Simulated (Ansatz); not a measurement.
Molecule: SnF$_{3}$, charge 1, multiplicity 1. It need not be the lowest isomer of its formula. SMILES: [F][Sn+]([F])[F]
Geometry: optimised at B3LYP-D3(BJ)/def2-TZVP (Ansatz, a quantum-chemistry and plane-wave program).

Wanted: vertical triplet-singlet gap (E(triplet) - E(singlet); each state is the SCF solution reached for its spin; the molecule has degenerate orbitals, so one determinant may break the symmetry), in kcal/mol. Correlated levels leave the core frozen unless marked. Open shells are spin-unrestricted. No spin-orbit coupling. The frozen core is the preceding noble-gas configuration, with the filled d and f shells of earlier blocks. In def2 rows, elements after Kr have scalar-relativistic effective core potentials. 

```
level               program  vertical triplet-singlet gap (kcal/mol)
------------------  -------  ---------------------------------------
HF/def2-SVPD         Ansatz                                    110.8
HF/def2-QZVPPD       Ansatz                                    108.7
RI-HF/def2-TZVPPD    Ansatz                                    108.2
SVWN5/def2-TZVPD     Ansatz                                     98.4
PBE/def2-TZVPD       Ansatz                                     98.8
r2SCAN/def2-TZVPD    Ansatz                                    104.3
PBE0/def2-TZVPD      Ansatz                                    114.2
BHLYP/def2-TZVPD     Ansatz                                    120.7
wB97M-V/def2-TZVPD   Ansatz                                    127.8
B2PLYP/def2-TZVPD    Ansatz                                    133.6
MP2/def2-SVPD        Ansatz                                    154.8
RI-MP2/def2-TZVPPD   Ansatz                                    154.1
RI-MP2/def2-QZVPPD   Ansatz                                    155.8
CCSD(T)/def2-SVPD    Ansatz                                    143.7
```
